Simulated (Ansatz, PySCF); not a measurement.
Process, species as SMILES: O=BB=O [oxo(oxoboranyl)borane] -> O=BB=O as triplet, charge 0
Structures are relaxed separately at B3LYP-D3(BJ)/def2-TZVP in Ansatz (an electronic-structure program), one conformer each, not searched for the lowest. Frequencies are from Ansatz or PySCF. A spin state is the lowest found, not a proven ground state.

Wanted: adiabatic triplet-singlet gap (0 K, with B3LYP-D3(BJ) harmonic zero-point energies), in eV. Valence correlation only, unless marked. Open shells are spin-unrestricted. No spin-orbit coupling. No relativistic terms. Basis-set limits of correlation are two-point, X^-3; Hartree-Fock from the larger set. The bracket is a focal-point correction in the basis named.

| level | program | adiabatic triplet-singlet gap (eV) |
|---|---|---|
| HF/aug-cc-pVTZ | Ansatz | 3.23 |
| HF/cc-pwCVTZ | Ansatz | 3.26 |
| HF/def2-TZVPD | PySCF | 3.24 |
| revPBE/def2-TZVPD | Ansatz | 4.51 |
| TPSS-D4/def2-TZVPD | PySCF + dftd4 | 4.46 |
| r2SCAN/def2-TZVPD | Ansatz | 4.42 |
| B3LYP-D4/def2-TZVPD | Ansatz + dftd4 | 4.68 |

**Question.** Predict the RI-MP2/CBS(aug-cc-pVTZ,aug-cc-pVQZ)+[CCSD(T)-MP2]/aug-cc-pVTZ result (Ansatz).

**Answer.** 4.94 eV, so B3LYP-D4/def2-TZVPD differs from it by -0.26 eV.
